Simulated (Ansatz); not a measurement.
Coupled-cluster diagnostics for the cluster Ag₃H₄⁻, Ansatz.

Geometry of the singlet (r2SCAN-D4/def2-TZVPD):

| atom | x (Å) | y (Å) | z (Å) |
| --- | --- | --- | --- |
| Ag1 | 0.772 | -1.765 | -1.590 |
| Ag2 | -0.594 | -0.655 | 0.610 |
| Ag3 | -0.488 | 2.077 | 1.297 |
| H4 | -1.186 | 0.516 | 1.729 |
| H5 | -0.282 | -2.130 | -0.223 |
| H6 | 1.748 | -1.671 | -2.913 |
| H7 | 0.028 | 3.627 | 1.091 |

In the def2 sets Ag takes a core potential; there is no spin–orbit coupling. Correlated methods freeze no core orbitals; core or outer-core shells of Ag are correlated, in sets that lack core-valence functions. Another isomer (singlet) lies 0.04 eV lower at PBE0-D4/def2-TZVPD; other spin states weren't run for this one.

(1) Estimate the CCSD(T) correlation energy, the shares of MP2 and (T), T1 and the reference's ⟨S²⟩ for: charge -1, singlet, own geometry in def2-TZVPD; and the rough time on 4 threads of Arm Neoverse V2 on a shared host.

## Answers

(1) 
| state | basis | correlation (eV) | MP2 share (%) | (T) share (%) | T1 | ⟨S²⟩ (pure) | wall time |
| --- | --- | --- | --- | --- | --- | --- | --- |
| charge -1, singlet, own geometry | def2-TZVPD | -41.838 | 102.6 | 2.5 | 0.018 | 0.00 (0.00) | 2.3 min |
Customary marks for T1 are 0.02 (closed shells), 0.045 (open shells) and about 0.05 (3d metals). T1 stays under 0.02 throughout.
